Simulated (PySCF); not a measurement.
**Ionising SnGe**

PBE; Sn cc-pVDZ-PP with ECP28, Ge cc-pVDZ-PP with ECP10; scalar-relativistic core potentials (PySCF 2.14). Neutral (UKS): triplet (π ↑↑), Re = 2.628 Å, ωe = 222 cm⁻¹, De = 2.81 eV, HOMO -4.32 eV, LUMO -3.95 eV.

SnGe⁺ (UKS): quartet (σ ↑, π ↑↑), Re = 2.652 Å, ωe = 196 cm⁻¹, De = 2.97 eV to Sn⁺ + Ge. The energies at the minima are -508.86061 hartree for SnGe and -508.59982 for SnGe⁺.

(1) Work out the adiabatic ionisation energy, without and with harmonic zero-point energies (1 hartree = 27.2114 eV, 1 eV = 8065.5 cm⁻¹), and the change of the bond length.

These are scalar-relativistic numbers at best; spin–orbit coupling would shift them, the dissociation energy most. For an ion De counts to the pair picked by the measured ionisation energies or electron affinities, which need not be the lowest pair at this level. States were picked by a PBE0 search and need not be the measured ground states.

Results:

(1) At PBE: 0.26079 hartree = 7.096 eV between the minima; the zero-point term (196.0 − 222.0)/2 cm⁻¹ = -0.002 eV makes it 7.095 eV. Re changes by +2.4 pm against the neutral. The electron leaves a σ orbital, and the small change of length marks it as nearly non-bonding.
